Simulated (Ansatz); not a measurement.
An input meant for CoF2 (charge 0, quartet; scaled by 0.92).

```yaml
crystal:
  periodic: [false, false, false]
  atoms:
    - {symbol: Co, position_ang: [0.000009, 0.000003, 0.000000]}
    - {symbol: F, position_ang: [-0.015504, -0.019168, 1.582537]}
    - {symbol: F, position_ang: [0.015504, 0.019165, -1.582538]}
basis:
  gaussian: {orbitals: def2-TZVP}
magnetization: {spin_polarized: true, initial_magnetization: 9}
hamiltonian: {xc: {name: wB97X-V}}
```

```sh
$ ansatz run in.yaml --threads 4 --pin off --events-out ev --progress --plain --max-ram 3916MiB
```

Output, abridged:

```
Functional definition: wB97X-V
832 factors; their error is unknown
129 factors; integrals over basis functions are off by at most 6.7e-5 eV
mean field evaluation 1: about -43027.3443 eV, gradient 4.2e1 eV
mean field evaluation 2: about -43012.9161 eV, gradient 9.9e1 eV
mean field evaluation 4: about -43031.7048 eV, gradient 3.1e0 eV
mean field evaluation 8: about -43031.8516 eV, gradient 9.5e-2 eV
mean field evaluation 16: about -43031.9586 eV, gradient 3.6e-5 eV
mean field evaluation 32: about -43031.9586 eV, gradient 1.9e-5 eV
mean field evaluation 64: about -43031.9583 eV, gradient 3.8e-2 eV
mean field -43031.95858870 eV, -1581.3953100254 hartree, gradient 4.0e-7 eV, S^2 24.760018; 7 other end points of the search recorded, 0 dependent functions left out
reference -43031.95859243 eV, -1581.3953101627 hartree; 27, 18 occupied and 80, 89 virtual orbitals, 832 factors
Total energy: -43031.95859243 eV, -1581.3953101627 hartree
```

In this input the spin is set far too high (9 unpaired electrons typed, 3 in the quartet as meant). The calculation finished and met its thresholds. The result belongs to that input, not to the species as meant.
